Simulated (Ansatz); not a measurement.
Coupled-cluster run, C₄H₁₀AlF, SMILES `C[CH2][Al]([F])[CH2]C`.

```yaml
crystal:
  periodic: [false, false, false]
  atoms:
    - {symbol: C, position_ang: [1.474656, -2.033405, 0.035104]}
    - {symbol: C, position_ang: [1.183915, -1.172571, -1.194773]}
    - {symbol: Al, position_ang: [-0.009426, 0.344301, -0.895496]}
    - {symbol: F, position_ang: [-0.354938, 1.300931, -2.207349]}
    - {symbol: C, position_ang: [-0.822888, 0.822407, 0.814409]}
    - {symbol: C, position_ang: [-1.730223, 2.052092, 0.826008]}
    - {symbol: H, position_ang: [0.561483, -2.466030, 0.453325]}
    - {symbol: H, position_ang: [2.147676, -2.864978, -0.193842]}
    - {symbol: H, position_ang: [1.942562, -1.453500, 0.835568]}
    - {symbol: H, position_ang: [2.119039, -0.785910, -1.619934]}
    - {symbol: H, position_ang: [0.754217, -1.785668, -1.997330]}
    - {symbol: H, position_ang: [-0.008104, 0.942505, 1.541856]}
    - {symbol: H, position_ang: [-1.370697, -0.059589, 1.174144]}
    - {symbol: H, position_ang: [-2.573376, 1.937075, 0.140638]}
    - {symbol: H, position_ang: [-1.194443, 2.951025, 0.511808]}
    - {symbol: H, position_ang: [-2.142353, 2.248514, 1.820364]}
basis:
  gaussian: {orbitals: def2-SVP}
correlation: {method: ccsd_t}
```

```sh
$ ansatz run in.yaml --threads 4 --pin off --events-out ev --progress --plain --max-ram 11315MiB
```

The program prints (abridged):

```
Functional definition: HF
1388 factors; integrals over basis functions are off by at most 1.4e-3 eV
mean field evaluation 1: about -13559.5051 eV, gradient 4.2e1 eV
mean field evaluation 2: about -13559.5989 eV, gradient 4.2e1 eV
mean field evaluation 4: about -13563.8673 eV, gradient 3.9e0 eV
mean field evaluation 8: about -13563.9195 eV, gradient 2.0e-1 eV
mean field -13563.91971422 eV, -498.4648555427 hartree, gradient 1.1e-6 eV, S^2 0.000000; 0 other end points of the search recorded, 0 dependent functions left out
10 core orbitals not correlated: weight in the atoms' cores, before any rotation towards them, 1.000 or more for the frozen orbitals, at most 0.000 for the correlated occupied ones
reference -13563.91971422 eV, -498.4648555427 hartree; 18, 18 occupied and 110, 110 virtual orbitals, 1388 factors
second order -22.51307160 eV of doubles, -0.00000000 eV of singles
cycle   1  -23.64869206 eV  change    -1.1e0 eV  update   9.9e-2
cycle   2  -24.18561381 eV  change   -5.4e-1 eV  update   2.9e-2
cycle   3  -24.31796046 eV  change   -1.3e-1 eV  update   1.5e-2
cycle   4  -24.32086423 eV  change   -2.9e-3 eV  update   3.5e-3
cycle   5  -24.31957389 eV  change    1.3e-3 eV  update   1.4e-3
cycle   6  -24.31958918 eV  change   -1.5e-5 eV  update   4.2e-4
cycle   7  -24.31946369 eV  change    1.3e-4 eV  update   1.4e-4
cycle   8  -24.31942565 eV  change    3.8e-5 eV  update   4.2e-5
perturbative correction -0.61432396 eV, -0.0225759892 hartree
Total energy: -13588.85346384 eV, -499.3811539404 hartree
```

Run time 23 s (4 threads of an Arm Neoverse V1 on a shared host); peak host memory 1 GiB.

MP2 recovers 90.3 % of the CCSD(T) correlation energy and the triples give 2.5 %; T1 = 0.0100.
